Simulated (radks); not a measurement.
The numbers below are computed, except where a source is named.
Excited configurations of neutral gadolinium: one electron is placed in a higher orbital outside [Xe] 4f7 5d1 6s1. The ground configuration is [Xe] 4f7 5d1 6s2. Code: a radial shooting solver on a logarithmic mesh with Libxc functionals. Model: scalar-relativistic Kohn-Sham, PBE, spin-polarised, spherical densities, finite nucleus; open shells are filled with parallel spins first (spin-orbit coupling, left out, can overturn this in heavy ions); Fermi nuclear charge, rms radius 5.1569 fm. Excitation = E - E(ground); binding = E(ion) - E, where the ion is the core of charge +1; n* = 1/sqrt(2 binding) in atomic units, and the quantum defect is n - n*.

outer orbital  excitation (eV)  binding (eV)     n*  quantum defect  eigenvalue (eV)  <r> (bohr)
5f                       5.009         0.985  3.717           1.283           -0.469       16.11
6d                       4.379         1.616  2.902           3.098           -0.795       10.77
6f                       5.290         0.704  4.395           1.605           -0.402       27.06
7s                       3.651         2.343  2.410           4.590           -1.440       9.554
7p                       4.258         1.737  2.799           4.201           -1.047       12.13
7d                       4.965         1.029  3.636           3.364           -0.603       19.76
7f                       5.471         0.523  5.098           1.902           -0.329       40.01

Estimate the row for 6p.

Answer. excitation (eV) 1.886; binding (eV) 4.108; n* 1.820; quantum defect 4.180; eigenvalue (eV) -2.203; <r> (bohr) 5.155. The Delta-SCF ionisation energy is 5.994 eV (NIST Atomic Spectra Database: 6.150 eV, measured). Self-interaction in the functional shifts the binding energies and quantum defects, so they are the method's values and not measured ones. Open shells are spherical and high-spin; term and fine-structure splittings are not resolved. Spin-orbit splitting is averaged out at the scalar-relativistic level.
